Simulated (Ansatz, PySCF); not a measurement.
System: SnF, net charge 1, singlet state. 
Geometry from a B3LYP-D3(BJ)/def2-TZVP (Ansatz, a program for electronic structure) optimisation:
```
Sn
F 1 1.8873
```
Charge +1, spin multiplicity 1.

Total electronic energies in hartree. Cores are frozen in the correlated levels unless marked. No spin-orbit coupling. The frozen core is the preceding noble-gas configuration, with the filled d and f shells of earlier blocks. In def2 rows, elements after Kr have scalar-relativistic effective core potentials. STO-3G rows are all-electron and non-relativistic. CBS marks a two-point X^-3 extrapolation of the correlation energy; Hartree-Fock from the larger set.

```csv
level,program,energy (Eh)
HF/def2-TZVPPD,Ansatz,-312.61607
RI-HF/def2-QZVPPD,Ansatz,-312.62239
PBE0/STO-3G,Ansatz,?
r2SCAN0-D4/def2-TZVPD,Ansatz + dftd4,?
M06-2X/def2-TZVPD,PySCF,-313.84639
HSE06/def2-TZVPD,Ansatz,?
B2PLYP-D4/def2-TZVPD,Ansatz + dftd4,-313.62392
CCSD/def2-QZVPP,Ansatz,-312.96511
"CCSD(T)/CBS(def2-TZVPPD,def2-QZVPPD)",Ansatz,-312.9965
```

### Question
What belongs in the gaps?

### Answer

- PBE0/STO-3G, energy (Eh): -6063.15135
- r2SCAN0-D4/def2-TZVPD, energy (Eh): -313.93402
- HSE06/def2-TZVPD, energy (Eh): -313.84860
